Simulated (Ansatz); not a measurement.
Basis-set extrapolation for BClFH₃Si, SMILES `B[SiH](F)Cl` (PBE0-D4/def2-TZVP geometry, frozen core, the Gaussian-basis code of Ansatz). Multiplicity 1, RHF reference.

```json
{"": "HF", "def2-TZVPP": "-874.468684", "def2-QZVPP": "-874.496734"}
{"": "MP2 correlation", "def2-TZVPP": "-0.651505", "def2-QZVPP": "-0.711901"}
{"": "CCSD(T) correlation", "def2-TZVPP": "-0.718584", "def2-QZVPP": "not run"}
```

Energies in hartree. Use E(X) = E(∞) + A·exp(−7.88·√X) for Hartree–Fock and E(X) = E(∞) + B·X^(−2.97) for correlation, with X = 3 and 4, and add CCSD(T) minus MP2 of the smaller set to the MP2 limit.

**Question.** What is the CCSD(T) energy at the basis-set limit?

**Answer.** HF limit: -874.496734 + (-0.028050) × 0.13774 = -874.50060. MP2 limit: -0.711901 + (-0.060396) × 0.74074 = -0.75664. Higher-order term: -0.718584 − (-0.651505) = -0.06708. Total: -875.32432 hartree, 86.0 kcal/mol below CCSD(T)/def2-TZVPP.
